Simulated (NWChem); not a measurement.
System: C2H2N2O; SMILES c1nnco1

Input file for NWChem:

```
start job
memory heap 200 mb stack 900 mb global 1100 mb
geometry units angstroms noautosym nocenter noautoz
  C      0.000000    -1.045997     0.260526
  N      0.000000    -0.688135    -0.975825
  N      0.000000     0.688135    -0.975825
  C      0.000000     1.045997     0.260526
  O      0.000000     0.000000     1.105649
  H      0.000000    -2.050692     0.677042
  H      0.000000     2.050692     0.677042
end
basis spherical
  * library def2-svp
end
dft
  xc pbe0
  iterations 150
end
property
  efieldgrad
end
task dft property
```

Parts of the log:

```
             Northwest Computational Chemistry Package (NWChem) 7.3.0
             --------------------------------------------------------

                             Geometry "geometry" -> ""
                             -------------------------

 Output coordinates in angstroms (scale by  1.889725989 to convert to a.u.)

  No.       Tag          Charge          X              Y              Z
 ---- ---------------- ---------- -------------- -------------- --------------
    1 C                    6.0000     0.00000000    -1.04599700     0.26052600
    2 N                    7.0000     0.00000000    -0.68813500    -0.97582500
    3 N                    7.0000     0.00000000     0.68813500    -0.97582500
    4 C                    6.0000     0.00000000     1.04599700     0.26052600
    5 O                    8.0000     0.00000000     0.00000000     1.10564900
    6 H                    1.0000     0.00000000    -2.05069200     0.67704200
    7 H                    1.0000     0.00000000     2.05069200     0.67704200

 Effective nuclear repulsion energy (a.u.)     165.9822093971

                              NWChem Property Module
                              ----------------------

  itol2e modified to match energy
  convergence criterion.

                                 NWChem DFT Module
                                 -----------------

 Summary of "ao basis" -> "ao basis" (spherical)
 ------------------------------------------------------------------------------
       Tag                 Description            Shells   Functions and Types
 ---------------- ------------------------------  ------  ---------------------
 C                          def2-svp                 6       14   3s2p1d
 N                          def2-svp                 6       14   3s2p1d
 O                          def2-svp                 6       14   3s2p1d
 H                          def2-svp                 3        5   2s1p

  itol2e modified to match energy
  convergence criterion.

            General Information
            -------------------
          SCF calculation type: DFT
          Wavefunction type:  closed shell.
          No. of atoms     :     7
          No. of electrons :    36
           Alpha electrons :    18
            Beta electrons :    18
          Charge           :     0
          Spin multiplicity:     1
          Use of symmetry is: off; symmetry adaption is: off
          Maximum number of iterations: 150
          AO basis - number of functions:    80
                     number of shells:    36
          Convergence on energy requested:  1.00D-07
          Convergence on density requested:  1.00D-05
          Convergence on gradient requested:  5.00D-04

              XC Information
              --------------
                         PBE0 Method XC Functional
                     Hartree-Fock (Exact) Exchange  0.250
          PerdewBurkeErnzerhof Exchange Functional  0.750
            Perdew 1991 LDA Correlation Functional  1.000 local
           PerdewBurkeErnz. Correlation Functional  1.000 non-local

             Grid Information
             ----------------
          Grid used for XC integration:  fine
          Radial quadrature: Mura-Knowles
          Angular quadrature: Lebedev.
          Tag              B.-S. Rad. Rad. Pts. Rad. Cut. Ang. Pts.
          ---              ---------- --------- --------- ---------
          C                   0.70       70          10.0       590
          N                   0.65       70          10.0       590
          O                   0.60       70           7.0       590
          H                   0.35       60          11.0       590
          Grid pruning is: on
          Number of quadrature shells:   470
          Spatial weights used:  Erf1

      Superposition of Atomic Density Guess
      -------------------------------------

 Sum of atomic energies:        -259.42769613

      Non-variational initial energy
      ------------------------------

 Total energy =    -262.301549
 1-e energy   =    -681.845519
 2-e energy   =     253.561761
 HOMO         =      -0.289774
 LUMO         =       0.036387

   convergence    iter        energy       DeltaE   RMS-Dens  Diis-err
 ---------------- ----- ----------------- --------- --------- ---------
 d= 0,ls=0.0,diis     1   -261.5056431300 -4.27D+02  1.58D-02  8.10D-01
 d= 0,ls=0.0,diis     2   -261.4226726510  8.30D-02  1.10D-02  1.65D+00
 d= 0,ls=0.0,diis     3   -261.5983426443 -1.76D-01  2.98D-03  1.13D-01
 d= 0,ls=0.0,diis     4   -261.6081905603 -9.85D-03  1.05D-03  2.44D-02
 d= 0,ls=0.0,diis     5   -261.6104597130 -2.27D-03  2.55D-04  1.62D-03
  Resetting Diis
 d= 0,ls=0.0,diis     6   -261.6106064182 -1.47D-04  4.88D-05  1.98D-05
 d= 0,ls=0.0,diis     7   -261.6106091018 -2.68D-06  2.08D-05  9.78D-07
 d= 0,ls=0.0,diis     8   -261.6106089120  1.90D-07  1.29D-05  2.66D-06
 d= 0,ls=0.0,diis     9   -261.6106092166 -3.05D-07  2.12D-06  8.39D-08
 d= 0,ls=0.0,diis    10   -261.6106092243 -7.71D-09  6.36D-07  1.19D-08

         Total DFT energy =     -261.610609224297
      One electron energy =     -683.444256937827
           Coulomb energy =      289.501560543623
    Exchange-Corr. energy =      -33.650122227160
 Nuclear repulsion energy =      165.982209397068

 Numeric. integr. density =       36.000000178751

                       DFT Final Molecular Orbital Analysis
                       ------------------------------------

 Vector   16  Occ=2.000000D+00  E=-3.536501D-01
              MO Center= -2.3D-10,  9.0D-09, -7.8D-01, r^2= 2.1D+00
   Bfn.  Coefficient  Atom+Function         Bfn.  Coefficient  Atom+Function
  ----- ------------  ---------------      ----- ------------  ---------------
    19      0.304790  2 N  py                33     -0.304790  3 N  py
    62     -0.267858  5 O  pz                20      0.254593  2 N  pz
    34      0.254593  3 N  pz                23     -0.197977  2 N  pz
    37     -0.197977  3 N  pz                65     -0.175973  5 O  pz
    22     -0.161904  2 N  py                36      0.161904  3 N  py

 Vector   17  Occ=2.000000D+00  E=-3.137761D-01
              MO Center= -2.4D-10,  1.2D-09, -1.8D-01, r^2= 2.1D+00
   Bfn.  Coefficient  Atom+Function         Bfn.  Coefficient  Atom+Function
  ----- ------------  ---------------      ----- ------------  ---------------
     4      0.372724  1 C  px                46     -0.372724  4 C  px
    18     -0.272676  2 N  px                32      0.272676  3 N  px
     7      0.253500  1 C  px                49     -0.253500  4 C  px
    21      0.178551  2 N  px                35     -0.178551  3 N  px

 Vector   18  Occ=2.000000D+00  E=-2.974860D-01
              MO Center= -2.4D-11, -1.3D-08, -1.1D+00, r^2= 1.5D+00
   Bfn.  Coefficient  Atom+Function         Bfn.  Coefficient  Atom+Function
  ----- ------------  ---------------      ----- ------------  ---------------
    20      0.355547  2 N  pz                34     -0.355547  3 N  pz
    17      0.334353  2 N  s                 31     -0.334353  3 N  s
    16      0.230206  2 N  s                 30     -0.230206  3 N  s
    23     -0.207473  2 N  pz                37      0.207473  3 N  pz
     2     -0.188752  1 C  s                 44      0.188752  4 C  s

 Vector   19  Occ=0.000000D+00  E=-1.823588D-02
              MO Center= -3.9D-10, -1.0D-09,  1.7D-01, r^2= 2.4D+00
   Bfn.  Coefficient  Atom+Function         Bfn.  Coefficient  Atom+Function
  ----- ------------  ---------------      ----- ------------  ---------------
     7      0.434256  1 C  px                49      0.434256  4 C  px
     4      0.390237  1 C  px                46      0.390237  4 C  px
    63     -0.370073  5 O  px                60     -0.346554  5 O  px
    21     -0.258233  2 N  px                35     -0.258233  3 N  px
    18      0.212741  2 N  px                32      0.212741  3 N  px

 Vector   20  Occ=0.000000D+00  E= 2.639695D-02
              MO Center=  4.6D-10,  1.2D-09, -4.4D-01, r^2= 2.3D+00
   Bfn.  Coefficient  Atom+Function         Bfn.  Coefficient  Atom+Function
  ----- ------------  ---------------      ----- ------------  ---------------
    21      0.493912  2 N  px                35     -0.493912  3 N  px
    18     -0.411667  2 N  px                32      0.411667  3 N  px
     7     -0.404809  1 C  px                49      0.404809  4 C  px
     4     -0.289168  1 C  px                46      0.289168  4 C  px
    13      0.034552  1 C  d  1              55     -0.034552  4 C  d  1

[...]

          -----------------------
          Electric field gradient
          -----------------------

 1 a.u. = 0.324123 10**(16) esu/cm**3  ( or statvolts/cm**2 ) = 0.97174 10**(22) v/m**2

 ------------------------------------------------------------
   Atom      X         Y         Z
 ------------------------------------------------------------
    1 C    0.00000  -1.97665   0.49232
 ------------------------------------------------------------

 Electric field gradient in molecular frame (a.u.)
         XX             YY             ZZ             XY             XZ             YZ
 ------------------------------------------------------------------------------------------
       -0.051815       0.013196       0.038619      -0.000000       0.000000      -0.278968

 Principal components (a.u.) and orientation
 of principal axis w.r.t. absolute frame                      Asymmetry parameter eta
 --------------------------------------------------------------------------------------
        0.305165      -0.253350      -0.051815                       0.660413

        0.000000      -0.000000       1.000000
       -0.690825       0.723022       0.000000
        0.723022       0.690825      -0.000000

 ------------------------------------------------------------
   Atom      X         Y         Z
 ------------------------------------------------------------
    2 N    0.00000  -1.30039  -1.84404
 ------------------------------------------------------------

 Electric field gradient in molecular frame (a.u.)
         XX             YY             ZZ             XY             XZ             YZ
 ------------------------------------------------------------------------------------------
       -0.401942      -0.328830       0.730772      -0.000000       0.000000       0.615815

 Principal components (a.u.) and orientation
 of principal axis w.r.t. absolute frame                      Asymmetry parameter eta
 --------------------------------------------------------------------------------------
        1.013324      -0.611382      -0.401942                       0.206685

        0.000000       0.000000       1.000000
        0.417025       0.908895      -0.000000
        0.908895      -0.417025       0.000000

 ------------------------------------------------------------
   Atom      X         Y         Z
 ------------------------------------------------------------
    3 N    0.00000   1.30039  -1.84404
 ------------------------------------------------------------

 Electric field gradient in molecular frame (a.u.)
         XX             YY             ZZ             XY             XZ             YZ
 ------------------------------------------------------------------------------------------
       -0.401942      -0.328830       0.730772      -0.000000       0.000000      -0.615815

 Principal components (a.u.) and orientation
 of principal axis w.r.t. absolute frame                      Asymmetry parameter eta
 --------------------------------------------------------------------------------------
        1.013324      -0.611382      -0.401942                       0.206685

        0.000000       0.000000       1.000000
       -0.417025       0.908895      -0.000000
        0.908895       0.417025      -0.000000

 ------------------------------------------------------------
   Atom      X         Y         Z
 ------------------------------------------------------------
    4 C    0.00000   1.97665   0.49232
 ------------------------------------------------------------

 Electric field gradient in molecular frame (a.u.)
         XX             YY             ZZ             XY             XZ             YZ
 ------------------------------------------------------------------------------------------
       -0.051815       0.013196       0.038619      -0.000000      -0.000000       0.278968

 Principal components (a.u.) and orientation
 of principal axis w.r.t. absolute frame                      Asymmetry parameter eta
 --------------------------------------------------------------------------------------
        0.305165      -0.253350      -0.051815                       0.660413

       -0.000000      -0.000000       1.000000
        0.690825       0.723022       0.000000
        0.723022      -0.690825       0.000000

 ------------------------------------------------------------
   Atom      X         Y         Z
 ------------------------------------------------------------
    5 O    0.00000   0.00000   2.08937
 ------------------------------------------------------------

 Electric field gradient in molecular frame (a.u.)
         XX             YY             ZZ             XY             XZ             YZ
 ------------------------------------------------------------------------------------------
        0.597172      -1.250492       0.653320      -0.000000      -0.000000      -0.000000

 Principal components (a.u.) and orientation
 of principal axis w.r.t. absolute frame                      Asymmetry parameter eta
 --------------------------------------------------------------------------------------
       -1.250492       0.653320       0.597172                       0.044901

        0.000000      -0.000000       1.000000
        1.000000      -0.000000      -0.000000
        0.000000       1.000000       0.000000

 ------------------------------------------------------------
   Atom      X         Y         Z
 ------------------------------------------------------------
    6 H    0.00000  -3.87525   1.27942
 ------------------------------------------------------------

 Electric field gradient in molecular frame (a.u.)
         XX             YY             ZZ             XY             XZ             YZ
 ------------------------------------------------------------------------------------------
        0.170860      -0.248536       0.077676       0.000000      -0.000000       0.163110

 Principal components (a.u.) and orientation
 of principal axis w.r.t. absolute frame                      Asymmetry parameter eta
 --------------------------------------------------------------------------------------
       -0.316100       0.170860       0.145240                       0.081050

       -0.000000       1.000000      -0.000000
        0.923877       0.000000       0.382689
       -0.382689       0.000000       0.923877

 ------------------------------------------------------------
   Atom      X         Y         Z
 ------------------------------------------------------------
    7 H    0.00000   3.87525   1.27942
 ------------------------------------------------------------

 Electric field gradient in molecular frame (a.u.)
         XX             YY             ZZ             XY             XZ             YZ
 ------------------------------------------------------------------------------------------
        0.170860      -0.248536       0.077676       0.000000       0.000000      -0.163110

 Principal components (a.u.) and orientation
 of principal axis w.r.t. absolute frame                      Asymmetry parameter eta
 --------------------------------------------------------------------------------------
       -0.316100       0.170860       0.145240                       0.081050

       -0.000000       1.000000      -0.000000
        0.923877      -0.000000      -0.382689
        0.382689       0.000000       0.923877
```

Level: PBE0/def2-SVP. Geometry: optimised at PBE0/def2-SVP. NWChem prints the field gradient with the sign opposite to the second derivative of the potential.
